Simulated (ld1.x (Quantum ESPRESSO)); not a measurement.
**Rb: PAW pseudisation with PBE, scalar-relativistic reference atom.**

The input file (ld1.x (Quantum ESPRESSO) 7.5):

```
&input
   title='Rb', zed=37., rel=1, dft='PBE', iswitch=3,
   config='[Kr] 4d-2 5s1 5p0',
   nld=3, rlderiv=3.30, eminld=-4.0, emaxld=5.0, deld=0.02
 /
 &inputp
   pseudotype=3, lpaw=.true., tm=.true., lloc=-1, rcloc=2.25,
   nlcc=.true., new_core_ps=.true., rcore=2.20,
   which_augfun='BG', rmatch_augfun=1.75,
   file_pseudopw='Rb.UPF', file_wfcaegen='ae.wfc', file_wfcncgen='nc.wfc', file_beta='beta', file_chi='chi', file_wfcusgen='us.wfc'
 /
6
4S  1  0   2.00   0.00  1.90  2.15  0.0
5S  2  0   1.00   0.00  1.90  2.15  0.0
4P  2  1   6.00   0.00  2.40  3.05  0.0
5P  3  1   0.00   0.00  2.40  3.05  0.0
4D  3  2  -2.00   0.15  1.85  2.45  0.0
4D  3  2  -2.00   1.60  1.85  2.45  0.0
 &test
   configts(1)='4s2 4p6 5s1 5p0'
 /
```

Command:

```bash
ld1.x < Rb.in > Rb.out
```

The program printed (shortened: banner, matrices, multipoles, cross overlaps and the repeated all-electron block are left out):

```
Program LD1 v.7.5
     --------------------------- All-electron run ----------------------------

     Rb
     scalar relativistic calculation

     atomic number is 37.00
     dft =PBE   lsd =0 sic =0 latt =0  beta=0.20 tr2=1.0E-14
     Exchange-correlation= PBE
                           (   1   4   3   4   0   0   0)
     mesh =1219 r(mesh) = 100.89517 a.u. xmin = -7.00 dx = 0.01250
     1 Ry =  13.60569312 eV, c = 137.03599908

     n l     nl                  e(Ry)          e(Ha)          e(eV)
     1 0     1S 1( 2.00)     -1104.9653      -552.4827    -15033.8190
     2 0     2S 1( 2.00)      -147.6027       -73.8014     -2008.2376
     2 1     2P 1( 6.00)      -130.8456       -65.4228     -1780.2446
     3 0     3S 1( 2.00)       -21.9027       -10.9513      -298.0010
     3 1     3P 1( 6.00)       -16.5281        -8.2640      -224.8757
     4 0     4S 1( 2.00)        -2.3441        -1.1720       -31.8931
     4 1     4P 1( 6.00)        -1.1733        -0.5867       -15.9639
     3 2     3D 1(10.00)        -7.6412        -3.8206      -103.9637
     5 0     5S 1( 1.00)        -0.1640        -0.0820        -2.2314
     5 1     5P 1( 0.00)        -0.0550        -0.0275        -0.7488

     final scf error:  3.4E-15 reached in  35 iterations

     Etot =   -5962.397269 Ry,   -2981.198635 Ha,  -81122.547526 eV

     Ekin =    6106.474080 Ry,    3053.237040 Ha,   83082.812402 eV
     Encl =  -14369.272565 Ry,   -7184.636283 Ha, -195503.912926 eV
     Eh   =    2501.730071 Ry,    1250.865036 Ha,   34037.771627 eV
     Exc  =    -201.328856 Ry,    -100.664428 Ha,   -2739.218628 eV

     normalization and overlap integrals

     s(1S/1S) =  1.000000  <r> =   0.0403  <r2> =    0.0022  r(max) =   0.0264
     s(2S/2S) =  1.000000  <r> =   0.1778  <r2> =    0.0373  r(max) =   0.1498
     s(2P/2P) =  1.000000  <r> =   0.1551  <r2> =    0.0294  r(max) =   0.1196
     s(3S/3S) =  1.000000  <r> =   0.5106  <r2> =    0.2994  r(max) =   0.4500
     s(3P/3P) =  1.000000  <r> =   0.5188  <r2> =    0.3145  r(max) =   0.4444
     s(4S/4S) =  1.000000  <r> =   1.4556  <r2> =    2.4173  r(max) =   1.2543
     s(4P/4P) =  1.000000  <r> =   1.7265  <r2> =    3.4651  r(max) =   1.4213
     s(3D/3D) =  1.000000  <r> =   0.5253  <r2> =    0.3382  r(max) =   0.3922
     s(5S/5S) =  1.000000  <r> =   5.2464  <r2> =   31.6785  r(max) =   4.3780
     s(5P/5P) =  1.000000  <r> =   7.6044  <r2> =   66.9191  r(max) =   6.2126

     ------------------------ End of All-electron run ------------------------

     --------------------- Generating PAW atomic setup --------------------

      Generating local potential from pseudized AE potential:
      Matching radius rcloc =   2.2500

      Local pseudo, rcloc= 2.257 Estimated cut-off energy=     4.91 Ry

      Computing core charge for nlcc:

       r > 2.20 : true rho core
      Core charge pseudized with two Bessel functions
      Integrated core pseudo-charge :   0.13
      Wfc-us  4S rcutus= 2.147  Estimated cut-off energy=    11.50 Ry
      Wfc-us  5S rcutus= 2.147  Estimated cut-off energy=    22.46 Ry
      Wfc-us  4P rcutus= 3.047  Estimated cut-off energy=     9.21 Ry
      Wfc-us  5P rcutus= 3.047  Estimated cut-off energy=    17.33 Ry
      Wfc-us  4D rcutus= 2.433  Estimated cut-off energy=    18.64 Ry
      Wfc-us  4D rcutus= 2.433  Estimated cut-off energy=    24.84 Ry

     Required augmentation: BG   radius:    1.750000
     Message from routine us2paw:
     WARNING: using Bloechl style augmentation functions is not a good idea, as analytical overlap are not implemented in pwscf: use BESSEL or GAUSS instead.
     Message from routine us2paw:
     WARNING: using Bloechl style augmentation functions is not a good idea, as analytical overlap are not implemented in pwscf: use BESSEL or GAUSS instead.
     Message from routine us2paw:
     WARNING: using Bloechl style augmentation functions is not a good idea, as analytical overlap are not implemented in pwscf: use BESSEL or GAUSS instead.
     Message from routine us2paw:
     WARNING: using Bloechl style augmentation functions is not a good idea, as analytical overlap are not implemented in pwscf: use BESSEL or GAUSS instead.
     [... 1 repeated lines left out ...]
     WARNING: using Bloechl style augmentation functions is not a good idea, as analytical overlap are not implemented in pwscf: use BESSEL or GAUSS instead.
     [... 1 repeated lines left out ...]
     WARNING: using Bloechl style augmentation functions is not a good idea, as analytical overlap are not implemented in pwscf: use BESSEL or GAUSS instead.
     [... 1 repeated lines left out ...]
     WARNING: using Bloechl style augmentation functions is not a good idea, as analytical overlap are not implemented in pwscf: use BESSEL or GAUSS instead.
     [... 1 repeated lines left out ...]
     WARNING: using Bloechl style augmentation functions is not a good idea, as analytical overlap are not implemented in pwscf: use BESSEL or GAUSS instead.
     [... 1 repeated lines left out ...]
     WARNING: using Bloechl style augmentation functions is not a good idea, as analytical overlap are not implemented in pwscf: use BESSEL or GAUSS instead.
     [... 1 repeated lines left out ...]
     WARNING: using Bloechl style augmentation functions is not a good idea, as analytical overlap are not implemented in pwscf: use BESSEL or GAUSS instead.
     [... 1 repeated lines left out ...]
     WARNING: using Bloechl style augmentation functions is not a good idea, as analytical overlap are not implemented in pwscf: use BESSEL or GAUSS instead.
     [... 1 repeated lines left out ...]
     WARNING: using Bloechl style augmentation functions is not a good idea, as analytical overlap are not implemented in pwscf: use BESSEL or GAUSS instead.
     [... 1 repeated lines left out ...]
     WARNING: using Bloechl style augmentation functions is not a good idea, as analytical overlap are not implemented in pwscf: use BESSEL or GAUSS instead.
     [... 1 repeated lines left out ...]
     WARNING: using Bloechl style augmentation functions is not a good idea, as analytical overlap are not implemented in pwscf: use BESSEL or GAUSS instead.
     [... 1 repeated lines left out ...]
     WARNING: using Bloechl style augmentation functions is not a good idea, as analytical overlap are not implemented in pwscf: use BESSEL or GAUSS instead.
     [... 1 repeated lines left out ...]
     WARNING: using Bloechl style augmentation functions is not a good idea, as analytical overlap are not implemented in pwscf: use BESSEL or GAUSS instead.
     [... 1 repeated lines left out ...]
     WARNING: using Bloechl style augmentation functions is not a good idea, as analytical overlap are not implemented in pwscf: use BESSEL or GAUSS instead.
     [... 1 repeated lines left out ...]
     WARNING: using Bloechl style augmentation functions is not a good idea, as analytical overlap are not implemented in pwscf: use BESSEL or GAUSS instead.
     [... 1 repeated lines left out ...]
     WARNING: using Bloechl style augmentation functions is not a good idea, as analytical overlap are not implemented in pwscf: use BESSEL or GAUSS instead.
     [... 1 repeated lines left out ...]
     WARNING: using Bloechl style augmentation functions is not a good idea, as analytical overlap are not implemented in pwscf: use BESSEL or GAUSS instead.
     [... 1 repeated lines left out ...]
     WARNING: using Bloechl style augmentation functions is not a good idea, as analytical overlap are not implemented in pwscf: use BESSEL or GAUSS instead.
     [... 1 repeated lines left out ...]
     WARNING: using Bloechl style augmentation functions is not a good idea, as analytical overlap are not implemented in pwscf: use BESSEL or GAUSS instead.
     [... 1 repeated lines left out ...]
     WARNING: using Bloechl style augmentation functions is not a good idea, as analytical overlap are not implemented in pwscf: use BESSEL or GAUSS instead.
     [... 1 repeated lines left out ...]
     WARNING: using Bloechl style augmentation functions is not a good idea, as analytical overlap are not implemented in pwscf: use BESSEL or GAUSS instead.
     [... 1 repeated lines left out ...]
     WARNING: using Bloechl style augmentation functions is not a good idea, as analytical overlap are not implemented in pwscf: use BESSEL or GAUSS instead.
     Gaussians generated with zeta:     9.877551

     Estimated PAW energy = -239.853558 Ryd

     ------------------- End of pseudopotential generation -------------------

     Computing logarithmic derivative in   3.30472
     Computing logarithmic derivative in   3.30472
     Computing the partial wave expansion
     R is outside the sphere for l=    0 j= 0.00
     R is outside the sphere for l=    0 j= 0.00
     R is outside the sphere for l=    1 j= 0.00
     R is outside the sphere for l=    1 j= 0.00
     R is outside the sphere for l=    2 j= 0.00
     R is outside the sphere for l=    2 j= 0.00

     ---------------------- Testing the pseudopotential ----------------------

     Rb
     scalar relativistic calculation

     atomic number is 37.00   valence charge is  9.00
     dft = SLA  PW   PBX  PBC   lsd =0 sic =0 latt =0  beta=0.20 tr2=1.0E-14
     mesh =1219 r(mesh) = 100.89517 xmin = -7.00 dx = 0.01250

     n l     nl             e AE (Ry)        e PS (Ry)    De AE-PS (Ry)
     1 0     4S   1( 2.00)       -2.34410       -2.34446        0.00036
     2 1     4P   1( 6.00)       -1.17332       -1.17421        0.00089
     2 0     5S   1( 1.00)       -0.16400       -0.16399       -0.00001
     3 1     5P   1( 0.00)       -0.05503       -0.05499       -0.00004

     eps = 3.2E-15  iter = 34

     Etot =   -5962.397269 Ry,   -2981.198635 Ha,  -81122.547526 eV
     Etotps =  -239.853558 Ry,    -119.926779 Ha,   -3263.373898 eV

     Ekin =      75.384180 Ry,      37.692090 Ha,    1025.654018 eV
     Encl =    -152.519819 Ry,     -76.259909 Ha,   -2075.137852 eV
     Ehrt =      38.610793 Ry,      19.305397 Ha,     525.326603 eV
     Ecxc =    -201.328712 Ry,    -100.664356 Ha,   -2739.216667 eV
     (Ecc =      -0.047971 Ry,      -0.023986 Ha,      -0.652679 eV)

     ---------------------- End of pseudopotential test ----------------------
```

The ghost test of this file was not conclusive. Its overlap operator is not positive definite in a basis up to 400 Ry (lowest eigenvalue s -0.19, p -2.16), so the file is unfit for use: the generalised eigenproblem breaks down once the basis is large enough, and its test numbers describe a broken file.

Generation and configuration tests took about 2 s on one core of a shared server CPU.

Transferability test of the new file with ld1.x, input:

```
&input
   title='Rb', zed=37., rel=1, dft='PBE', iswitch=2,
   config='[Kr] 4d-2 5s1 5p0'
 /
 &test
   file_pseudo='Rb.UPF', nconf=6,
   configts(1)='4s2 4p6 5s1 5p0',
   configts(2)='4s2 4p6 5s0 5p0',
   configts(3)='4s2 4p6 5s0.5 5p0',
   configts(4)='4s2 4p6 5s0 5p1',
   configts(5)='4s2 4p5 5s1 5p0',
   configts(6)='4s1 4p6 5s1 5p0'
 /
```

```bash
ld1.x < Rb.test.in > Rb.test.out
```

Pseudopotential blocks of its output, shortened (energy terms left out):

```
     ---------------------- Testing the pseudopotential ----------------------

     n l     nl             e AE (Ry)        e PS (Ry)    De AE-PS (Ry)
     1 0     4S   1( 2.00)       -2.34410       -2.34446        0.00036
     2 1     4P   1( 6.00)       -1.17332       -1.17421        0.00089
     2 0     5S   1( 1.00)       -0.16400       -0.16399       -0.00001
     3 1     5P   1( 0.00)       -0.05503       -0.05499       -0.00004

     eps = 5.4E-15  iter = 34

     Etot =   -5962.397269 Ry,   -2981.198635 Ha,  -81122.547526 eV
     Etotps =  -239.853557 Ry,    -119.926779 Ha,   -3263.373897 eV

     ---------------------- End of pseudopotential test ----------------------

          ---------------------- Testing the pseudopotential ----------------------

     n l     nl             e AE (Ry)        e PS (Ry)    De AE-PS (Ry)
     1 0     4S   1( 2.00)       -2.76580       -2.76515       -0.00065
     2 1     4P   1( 6.00)       -1.59127       -1.58925       -0.00202
     2 0     5S   1( 0.00)       -0.44447       -0.44422       -0.00025
     3 1     5P   1( 0.00)       -0.26435       -0.26699        0.00264

     eps = 2.4E-15  iter = 34

     Etot =   -5962.091956 Ry,   -2981.045978 Ha,  -81118.393519 eV
     Etotps =  -239.548226 Ry,    -119.774113 Ha,   -3259.219652 eV
     dEtot_ae =       0.305314 Ry
     dEtot_ps =       0.305331 Ry,   Delta E=      -0.000018 Ry

     ---------------------- End of pseudopotential test ----------------------

          ---------------------- Testing the pseudopotential ----------------------

     n l     nl             e AE (Ry)        e PS (Ry)    De AE-PS (Ry)
     1 0     4S   1( 2.00)       -2.53975       -2.54034        0.00060
     2 1     4P   1( 6.00)       -1.36772       -1.36854        0.00082
     2 0     5S   1( 0.50)       -0.30291       -0.30288       -0.00003
     3 1     5P   1( 0.00)       -0.16522       -0.16539        0.00017

     eps = 3.7E-15  iter = 57

     Etot =   -5962.281266 Ry,   -2981.140633 Ha,  -81120.969215 eV
     Etotps =  -239.737561 Ry,    -119.868780 Ha,   -3261.795682 eV
     dEtot_ae =       0.116004 Ry
     dEtot_ps =       0.115997 Ry,   Delta E=       0.000007 Ry

     ---------------------- End of pseudopotential test ----------------------

          ---------------------- Testing the pseudopotential ----------------------

     n l     nl             e AE (Ry)        e PS (Ry)    De AE-PS (Ry)
     1 0     4S   1( 2.00)       -2.45002       -2.45109        0.00106
     2 1     4P   1( 6.00)       -1.27704       -1.28332        0.00628  !
     2 0     5S   1( 0.00)       -0.21400       -0.21377       -0.00023
     3 1     5P   1( 1.00)       -0.09887       -0.09862       -0.00024

     eps = 2.1E-15  iter = 76

     Etot =   -5962.285541 Ry,   -2981.142770 Ha,  -81121.027377 eV
     Etotps =  -239.741724 Ry,    -119.870862 Ha,   -3261.852331 eV
     dEtot_ae =       0.111729 Ry
     dEtot_ps =       0.111833 Ry,   Delta E=      -0.000104 Ry

     ---------------------- End of pseudopotential test ----------------------
```

The test run then stopped with an error in new_paw_hamiltonian: “negative rho”.
